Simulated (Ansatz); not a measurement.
```xyz
9

Cl    0.4171   -2.0372    1.2677
C    -0.3482   -0.7836    0.3050
Si    0.4324    0.1417   -1.1103
C    -0.0124    0.6655    0.6207
Cl   -1.3276    1.7388    1.0701
H    -1.4127   -0.9706    0.1996
H    -0.4437    0.5100   -2.2389
H     1.8650   -0.0442   -1.4105
H     0.8300    0.7797    1.2965
```

The species carries charge 0 and has multiplicity 1.

List the PBE/def2-TZVPP orbital energies in eV (Ansatz 0.2.0). (An estimate is asked.)

The calculation gave: Occupied: -2739.14, -2739.14, -1780.20, -270.81, -270.81, -249.67, -249.67, -190.45, -190.45, -190.16, -190.16, -190.15, -190.15, -137.99, -94.73, -94.72, -94.69, -22.20, -21.14, -18.64, -14.75, -13.33, -11.96, -11.48, -10.06, -9.59, -9.20, -8.60, -7.67, -7.53, -6.47, -6.08. Lowest empty: -1.73, -0.98, -0.55, 0.07, 0.64, 1.32, 1.75, 1.90.
